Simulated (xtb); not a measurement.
H3Si2 (SMILES [Si][SiH3]), doublet, from a rough starting geometry; GFN2-xTB (xtb).

Here is a job for xtb.
```
$ xtb mol.xyz --gfn 2 --uhf 1 --opt vtight --json

# file mol.xyz
5

Si     2.20201082    -0.05427384     0.07397145
Si    -0.08571464     0.00527864    -0.10369663
H     -0.74040543     1.34251598    -0.21229753
H     -0.56565725    -0.38867158     1.24690831
H     -0.82675121    -0.87607152    -1.03678625
```

Output, abridged:

```
   ID    Z sym.   atoms
    1   14 Si     1, 2
    2    1 H      3-5

           -------------------------------------------------
          |                Calculation Setup                |
           -------------------------------------------------

           -------------------------------------------------
          |                 G F N 2 - x T B                 |
           -------------------------------------------------

          ...................................................
          :                      SETUP                      :
          :.................................................:
          :  # basis functions                  23          :
          :  # atomic orbitals                  21          :
          :  # shells                            9          :
          :  # electrons                        11          :
          :  max. iterations                   250          :
          :  Hamiltonian                  GFN2-xTB          :
          :  restarted?                      false          :
          :  GBSA solvation                  false          :
          :  PC potential                    false          :
          :  electronic temp.          300.0000000     K    :
          :  accuracy                    1.0000000          :
          :  -> integral cutoff          0.2500000E+02      :
          :  -> integral neglect         0.1000000E-07      :
          :  -> SCF convergence          0.1000000E-05 Eh   :
          :  -> wf. convergence          0.1000000E-03 e    :
          :  Broyden damping             0.4000000          :
          :  net charge                          0          :
          :  unpaired electrons                  1          :
          ...................................................

 iter      E             dE          RMSdq      gap      omega  full diag
   1     -4.8463185 -0.484632E+01  0.128E+01    0.02       0.0  T
   2     -4.8859338 -0.396153E-01  0.108E+01    0.09       1.0  T
   3     -4.9070778 -0.211440E-01  0.754E+00    0.12       1.0  T
   4     -4.9115018 -0.442400E-02  0.324E+00    0.26       1.0  T
   5     -4.9117150 -0.213172E-03  0.748E-01    0.36       1.0  T
   6     -4.9118134 -0.983991E-04  0.357E-01    0.38       1.0  T
   7     -4.9118806 -0.672267E-04  0.615E-02    0.39       1.0  T
   8     -4.9118807 -0.140452E-06  0.546E-02    0.39       1.0  T
   9     -4.9118808 -0.951038E-07  0.186E-02    0.39       2.4  T
  10     -4.9118809 -0.565863E-07  0.173E-02    0.39       2.6  T
  11     -4.9118809 -0.546637E-07  0.127E-02    0.39       3.5  T
  12     -4.9118810 -0.611690E-07  0.737E-03    0.39       6.1  T
  13     -4.9118810 -0.208643E-09  0.477E-03    0.39       9.4  T
  14     -4.9118810 -0.142972E-08  0.925E-04    0.39      48.3  T
  15     -4.9118810 -0.149019E-09  0.274E-04    0.39     163.4  T

   *** convergence criteria satisfied after 15 iterations ***

         :::::::::::::::::::::::::::::::::::::::::::::::::::::
         ::                     SUMMARY                     ::
         :::::::::::::::::::::::::::::::::::::::::::::::::::::
         :: total energy              -4.880972026505 Eh    ::
         :: gradient norm              0.010902719086 Eh/a0 ::
         :: HOMO-LUMO gap              0.385841723225 eV    ::
         ::.................................................::
         :: SCC energy                -4.911880769956 Eh    ::
         :: -> isotropic ES            0.005789042742 Eh    ::
         :: -> anisotropic ES         -0.005582812484 Eh    ::
         :: -> anisotropic XC         -0.008918745435 Eh    ::
         :: -> dispersion             -0.003179417689 Eh    ::
         :: repulsion energy           0.030908743451 Eh    ::
         :: add. restraining           0.000000000000 Eh    ::
         :: total charge              -0.000000000000 e     ::
         :::::::::::::::::::::::::::::::::::::::::::::::::::::

[...]
 * total energy  :    -4.8809720 Eh     change        0.1944223E-11 Eh
 * total energy  :    -4.8813234 Eh     change       -0.3514007E-03 Eh
 * total energy  :    -4.8816926 Eh     change       -0.3692102E-03 Eh
 * total energy  :    -4.8817084 Eh     change       -0.1572430E-04 Eh
 * total energy  :    -4.8817456 Eh     change       -0.3723757E-04 Eh
 * total energy  :    -4.8817455 Eh     change        0.5398883E-07 Eh
 * total energy  :    -4.8817459 Eh     change       -0.3508245E-06 Eh
 * total energy  :    -4.8817459 Eh     change       -0.1463048E-08 Eh
   *** GEOMETRY OPTIMIZATION CONVERGED AFTER 8 ITERATIONS ***
         :: total energy              -4.881745897673 Eh    ::
[...]
           -------------------------------------------------
          |                Property Printout                |
           -------------------------------------------------

    * Orbital Energies and Occupations

         #    Occupation            Energy/Eh            Energy/eV
      -------------------------------------------------------------
         1        2.0000           -0.6972609             -18.9734
         2        2.0000           -0.5448183             -14.8253
         3        2.0000           -0.3965718             -10.7913
         4        2.0000           -0.3940130             -10.7216
         5        2.0000           -0.3183675              -8.6632
         6        0.9995           -0.2633919              -7.1673 (HOMO)
         7        0.0005           -0.2488507              -6.7716 (LUMO)
         8                         -0.1678736              -4.5681
         9                         -0.1480798              -4.0295
        10                         -0.1361678              -3.7053
        11                         -0.0745277              -2.0280
        12                         -0.0680124              -1.8507
        13                         -0.0657539              -1.7893
        14                         -0.0404592              -1.1009
        15                         -0.0395387              -1.0759
        16                          0.0269517               0.7334
        17                          0.0513855               1.3983
       ...                                ...                  ...
        21                          0.8780639              23.8933
      -------------------------------------------------------------
                  HL-Gap            0.0145412 Eh            0.3957 eV
             Fermi-level           -0.2735005 Eh           -7.4423 eV

     #   Z          covCN         q      C6AA      α(0)
     1  14 Si       0.953     0.202   234.041    33.241
     2  14 Si       3.692     0.315   101.912    19.337
     3   1 H        0.913    -0.159     8.144     4.464
     4   1 H        0.912    -0.199    10.771     5.134
     5   1 H        0.913    -0.159     8.144     4.464

 Mol. C6AA /au·bohr⁶  :       1164.375470
 Mol. C8AA /au·bohr⁸  :      59927.091015
 Mol. α(0) /au        :         66.638542

Wiberg/Mayer (AO) data.
largest (>0.10) Wiberg bond orders for each atom

 ---------------------------------------------------------------------------
     #   Z sym  total        # sym  WBO       # sym  WBO       # sym  WBO
 ---------------------------------------------------------------------------
     1  14 Si   1.472 --     2 Si   1.346
     2  14 Si   3.968 --     1 Si   1.346     5 H    0.874     3 H    0.874
                             4 H    0.874
     3   1 H    0.975 --     2 Si   0.874
     4   1 H    0.960 --     2 Si   0.874
     5   1 H    0.975 --     2 Si   0.874
 ---------------------------------------------------------------------------

Topologies differ in total number of bonds
Writing topology from bond orders to xtbtopo.mol

molecular dipole:
                 x           y           z       tot (Debye)
 q only:        1.459       0.001      -0.103
   full:        0.620       0.023      -0.107       1.601
molecular quadrupole (traceless):
                xx          xy          yy          xz          yz          zz
 q only:        4.179      -0.141      -1.913       0.032       0.138      -2.267
  q+dip:        0.428      -0.026      -0.060       0.061       0.120      -0.369
   full:       -3.359       0.457       0.574      -1.041      -0.850       2.785

optimized geometry written to: xtbopt.xyz

           -------------------------------------------------
          | TOTAL ENERGY               -4.881745897673 Eh   |
          | GRADIENT NORM               0.000008146991 Eh/α |
          | HOMO-LUMO GAP               0.395685074316 eV   |
           -------------------------------------------------

normal termination of xtb
```
